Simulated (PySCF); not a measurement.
Different ions with OH ligands: trigonal planar complexes compared

All values are computed with PySCF: state-averaged CASSCF of the d shell with SC-NEVPT2, spin-free X2C, triple-zeta basis on the metal and double-zeta on the ligands, mean-field spin-orbit coupling; DFT geometries.

```tsv
complex	point group	M–L / Å	L–M–L / °	solvent
Fe(OH)3	C3h	1.79	120	none
Ti(OH)3	C3h	1.80	120	none
V(OH)3	C1	1.78–1.80	115–125	none
Mn(OH)3	Cs	1.77–1.80	98–146	none
```

(1) Rank by the spin-orbit constant ζ, lowest first.
A. Fe(OH)3
B. V(OH)3
C. Ti(OH)3
D. Mn(OH)3

(2) What are the ground states and moments?

In Mn(OH)3 the metal orbitals mix much with the ligands', for which an active space of the metal shell alone is small.

Answers

(1) C (121 cm⁻¹), B (172 cm⁻¹), D (317 cm⁻¹), A (412 cm⁻¹).

(2) 
```tsv
complex	shell	ground state (NEVPT2)	total orbital splitting (CASSCF fit) / cm⁻¹	μeff(300 K) / μB
Fe(OH)3	d5	6A'	13118	5.92
Ti(OH)3	d1	2A'	19715	1.75
V(OH)3	d2	a 2S+1 = 3 state (77 % 3F)	21197	2.80
Mn(OH)3	d4	5A'	19784	4.88
```
